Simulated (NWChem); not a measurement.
CH3FO2Si; SMILES O=C(O)[SiH2]F

```xyz
8

O     -0.7890    -1.8403     0.0000
C      0.0171    -0.9441     0.0000
O      1.3360    -1.1375     0.0000
Si    -0.6130     0.8637     0.0000
F      0.6061     1.9336     0.0000
H      1.4849    -2.1004     0.0000
H     -1.4183     1.0465    -1.2337
H     -1.4183     1.0465     1.2337
```
Atoms are numbered in this order, from 1.

All runs: NWChem. Structure relaxed at the PBE0/def2-SVP level. Hybrids' shares of exact exchange are those that their runs print; pure functionals count as 0. The functionals differ in more than this share.

| row | share of exact exchange | orbital gap (eV) |
|---|---|---|
| PBE/def2-TZVP | 0.00 | 4.66 |
| BLYP/def2-TZVP | 0.00 | 4.70 |
| B3LYP/def2-TZVP | 0.20 | 6.77 |
| PBE0/def2-TZVP | 0.25 | withheld |
| PW6B95/def2-TZVP | 0.28 | 7.46 |

### Question
Fit a straight line of the last column on the one before it, predict the withheld value, and compare with the run.

### Answer

1. Means of the 4 shown rows: x = 0.120, y = 5.897. Slope Σ(x − x̄)(y − ȳ)/Σ(x − x̄)² = 0.6120/0.06080 = 10.07; intercept 4.689.
2. The shown rows scatter about the line by 0.044 (root mean square); the largest residual is +0.07, at B3LYP/def2-TZVP.
3. At x = 0.25 (PBE0/def2-TZVP; inside the shown range) the line gives 7.21.
4. The run gives 7.24, +0.03 from the line, 0.7 times the scatter.
